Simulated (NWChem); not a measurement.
Program: NWChem. System: C2H7Al, charge 0, spin multiplicity 1, at a geometry optimised with PBE0/def2-SVP. The structure started from a generated list of species. Level: RHF/3-21G.

Part of the output:

```
             Northwest Computational Chemistry Package (NWChem) 7.3.0
             --------------------------------------------------------

                                NWChem Input Module
                                -------------------

 Scaling coordinates for geometry "geometry" by  1.889725989
 (inverse scale =  0.529177249)

 Turning off AUTOSYM since
 SYMMETRY directive was detected!

                             Geometry "geometry" -> ""
                             -------------------------

 Output coordinates in angstroms (scale by  1.889725989 to convert to a.u.)

  No.       Tag          Charge          X              Y              Z
 ---- ---------------- ---------- -------------- -------------- --------------
    1 Al                  13.0000     0.00000000     0.00000000    -0.50303000
    2 C                    6.0000     1.72727500     0.00000000     0.42284600
    3 H                    1.0000     2.32708000    -0.88019900     0.13120600
    4 H                    1.0000     1.64395000     0.00000000     1.52103100
    5 H                    1.0000     2.32708000     0.88019900     0.13120600
    6 C                    6.0000    -1.72727500     0.00000000     0.42284600
    7 H                    1.0000    -2.32708000     0.88019900     0.13120600
    8 H                    1.0000    -1.64395000     0.00000000     1.52103100
    9 H                    1.0000    -2.32708000    -0.88019900     0.13120600
   10 H                    1.0000     0.00000000     0.00000000    -2.10163600

 Effective nuclear repulsion energy (a.u.)      95.9035553295

            Nuclear Dipole moment (a.u.)
            ----------------------------
        X                 Y               Z
 ---------------- ---------------- ----------------
    -0.0000000000     0.0000000000     0.0000226767

      Symmetry information
      --------------------

 Group name             C2v
 Group number             16
 Group order               4
 No. of unique centers     5

      Symmetry unique atoms

     1    2    3    4   10


 Summary of "ao basis" -> "" (spherical)
 ------------------------------------------------------------------------------
       Tag                 Description            Shells   Functions and Types
 ---------------- ------------------------------  ------  ---------------------
 *                           3-21g                    on all atoms

 Summary of "ao basis" -> "ao basis" (spherical)
[...]
 Vector   15  Occ=2.000000D+00  E=-3.994268D-01  Symmetry=a1
              MO Center= -2.0D-16,  1.2D-18, -8.9D-01, r^2= 3.5D+00
   Bfn.  Coefficient  Atom+Function         Bfn.  Coefficient  Atom+Function
  ----- ------------  ---------------      ----- ------------  ---------------
    45      0.414232  10 H  s                 9     -0.254087   1 Al pz
    44      0.220215  10 H  s                20      0.167415   2 C  px
    35     -0.167415   6 C  px               22      0.157569   2 C  pz
    37      0.157569   6 C  pz

 Vector   16  Occ=2.000000D+00  E=-3.937222D-01  Symmetry=b1
              MO Center=  1.9D-16, -1.4D-16,  2.2D-01, r^2= 3.6D+00
   Bfn.  Coefficient  Atom+Function         Bfn.  Coefficient  Atom+Function
  ----- ------------  ---------------      ----- ------------  ---------------
    20      0.325184   2 C  px               35      0.325184   6 C  px
    16      0.261554   2 C  px               31      0.261554   6 C  px
     7     -0.239861   1 Al px               19     -0.182855   2 C  s
    34      0.182855   6 C  s

 Vector   17  Occ=0.000000D+00  E= 7.055309D-02  Symmetry=b2
              MO Center=  4.1D-16, -8.7D-17, -5.5D-01, r^2= 4.7D+00
   Bfn.  Coefficient  Atom+Function         Bfn.  Coefficient  Atom+Function
  ----- ------------  ---------------      ----- ------------  ---------------
    12      0.909580   1 Al py                8      0.239065   1 Al py
    24      0.165236   3 H  s                28     -0.165236   5 H  s
    39     -0.165236   7 H  s                43      0.165236   9 H  s

 Vector   18  Occ=0.000000D+00  E= 1.646276D-01  Symmetry=a1
              MO Center=  3.4D-16,  1.4D-16,  2.0D-01, r^2= 5.3D+00
   Bfn.  Coefficient  Atom+Function         Bfn.  Coefficient  Atom+Function
  ----- ------------  ---------------      ----- ------------  ---------------
    10      1.724872   1 Al s                19     -0.914595   2 C  s
    34     -0.914595   6 C  s                13      0.515427   1 Al pz
    45     -0.387244  10 H  s                 6     -0.313095   1 Al s
    20      0.219307   2 C  px               35     -0.219307   6 C  px
    24      0.159572   3 H  s                28      0.159572   5 H  s

 Vector   19  Occ=0.000000D+00  E= 1.769412D-01  Symmetry=b1
              MO Center=  9.7D-17,  2.5D-17, -1.0D+00, r^2= 6.5D+00
   Bfn.  Coefficient  Atom+Function         Bfn.  Coefficient  Atom+Function
  ----- ------------  ---------------      ----- ------------  ---------------
    11      1.621384   1 Al px               19     -0.785582   2 C  s
    34      0.785582   6 C  s                20      0.163553   2 C  px
    35      0.163553   6 C  px

 center of mass
 --------------
 x =  -0.00000000 y =   0.00000000 z =  -0.06341288

 moments of inertia (a.u.)
 ------------------
          83.422090118752           0.000000000000          -0.000000000000
           0.000000000000         425.381445288935           0.000000000000
          -0.000000000000           0.000000000000         364.266014123656

  Mulliken analysis of the total density
  --------------------------------------

    Atom       Charge   Shell Charges
 -----------   ------   -------------------------------------------------------
    1 Al  13    11.78   2.00  1.98  5.88  0.58  0.94  0.24  0.17
    2 C    6     7.10   1.99  0.34  1.58  1.20  1.99
    3 H    1     0.79   0.45  0.34
    4 H    1     0.79   0.45  0.34
    5 H    1     0.79   0.45  0.34
    6 C    6     7.10   1.99  0.34  1.58  1.20  1.99
    7 H    1     0.79   0.45  0.34
    8 H    1     0.79   0.45  0.34
    9 H    1     0.79   0.45  0.34
   10 H    1     1.28   0.40  0.88

       Multipole analysis of the density wrt the origin
       ------------------------------------------------

     L   x y z        total         open         nuclear
     -   - - -        -----         ----         -------
     0   0 0 0     -0.000000      0.000000     32.000000

     1   1 0 0     -0.000000      0.000000     -0.000000
     1   0 1 0     -0.000000      0.000000      0.000000
     1   0 0 1      0.224697      0.000000      0.000023

     2   2 0 0    -23.315941      0.000000    224.506013
     2   1 1 0      0.000000      0.000000      0.000000
     2   1 0 1      0.000000      0.000000     -0.000000
     2   0 2 0    -18.291614      0.000000     11.066732
     2   0 1 1      0.000000      0.000000      0.000000
     2   0 0 2    -24.400994      0.000000     51.951482

 Task  times  cpu:        0.2s     wall:        0.2s

 Total times  cpu:        0.2s     wall:        0.2s
```

Question: Write an NWChem input that would produce this output.

Answer: This is not unique; one that fits is 
```
start mol
memory heap 200 mb stack 900 mb global 1100 mb
geometry units angstroms nocenter noautoz
  Al     0.000000     0.000000    -0.503030
  C      1.727275     0.000000     0.422846
  H      2.327080    -0.880199     0.131206
  H      1.643950     0.000000     1.521031
  H      2.327080     0.880199     0.131206
  C     -1.727275     0.000000     0.422846
  H     -2.327080     0.880199     0.131206
  H     -1.643950     0.000000     1.521031
  H     -2.327080    -0.880199     0.131206
  H      0.000000     0.000000    -2.101636
  symmetry group C2v
end
basis spherical
  * library 3-21g
end
scf
  rhf
  nopen 0
  maxiter 100
  thresh 1e-7
  semidirect memsize 60000000 filesize 0
end
task scf energy
```
